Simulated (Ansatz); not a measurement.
Gas-phase electronic energies from Ansatz, PBE0-D4/def2-TZVP geometries. CCSD(T)/CBS adds triple-zeta CCSD(T) − MP2 to the extrapolated MP2 energy (def2 sets, frozen cores). Functionals use def2-TZVPP. B3LYP here is the variant with VWN-RPA as its local correlation; programs differ in this. For Ge outer-core shells are correlated without core-valence functions, which leaves a few kJ/mol of doubt a bond. Scalar relativity is left out up to krypton. Each species was taken in one conformer, which may not be the lowest.

`C[O][GeH]([NH2])[Cl]` + `O[Si@H](Cl)[Si@@H](O)F` → `[NH2][GeH]([F])[Cl]` + `CO[Si@@H](O)[Si@@H](O)Cl`  (redistribution)

`C[O][GeH]([NH2])[Cl]`:

```xyz
11

C    -1.410    1.068   -0.350
O    -0.202    0.694   -0.980
Ge    1.066   -0.030    0.007
N     0.414   -1.568    0.715
Cl    2.653   -0.321   -1.412
H    -2.089    1.423   -1.127
H    -1.261    1.881    0.371
H    -1.881    0.226    0.169
H     1.560    0.888    1.132
H     0.166   -2.276    0.037
H     0.984   -1.983    1.439
```

`O[Si@H](Cl)[Si@@H](O)F`:

Cartesian coordinates in Å:
```
O 1.824 -0.877 -0.505
Si 0.494 -0.198 -1.171
F -0.239 -1.212 -2.168
Si -1.020 0.296 0.563
O -0.688 1.693 1.350
Cl -0.776 -1.334 1.829
H 1.678 -1.523 0.191
H 0.979 0.946 -1.974
H -2.454 0.373 0.211
H 0.203 1.839 1.674
```

`[NH2][GeH]([F])[Cl]`:

Cartesian coordinates in Å:
```
N 0.078 -1.118 0.392
Ge -0.121 0.488 -0.404
F -0.793 1.677 0.670
Cl 1.830 1.199 -0.872
H 0.807 -1.161 1.089
H -0.769 -1.536 0.750
H -1.032 0.452 -1.626
```

`CO[Si@@H](O)[Si@@H](O)Cl`:

```xyz
14

C     0.586    1.387    1.636
O    -0.604    1.073    0.943
Si   -0.922   -0.405    0.310
O    -2.502   -0.475   -0.111
Si    0.259   -0.765   -1.683
O     1.786   -0.229   -1.384
Cl    0.287   -2.788   -2.117
H     1.442    1.420    0.956
H     0.461    2.369    2.094
H     0.794    0.656    2.426
H    -0.566   -1.432    1.335
H    -3.161   -0.386    0.580
H    -0.297   -0.122   -2.902
H     2.437   -0.303   -2.085
```

```tsv
level	ΔE (eV)
r2SCAN-D4	0.12
ωB97X-V	0.08
PBE0	0.10
B3LYP	0.09
HF/def2-TZVPP	0.04
CCSD/def2-TZVPP	0.11
HF/def2-QZVPP	0.03
MP2/CBS(def2)	0.15
```

**Question.** What does CCSD(T)/CBS give? (Best estimate.)

**Answer.** The calculation gave: +0.14 eV. The listed levels differ from it by -0.02, -0.06, -0.04, -0.05, -0.10, -0.03, -0.11, 0.01 eV.

Largest T1 diagnostic among the species: 0.012.

In def2-TZVPP, CCSD(T) changes the Hartree–Fock value by +0.09 eV (the triples alone add +0.01 eV) and MP2 by +0.10 eV.
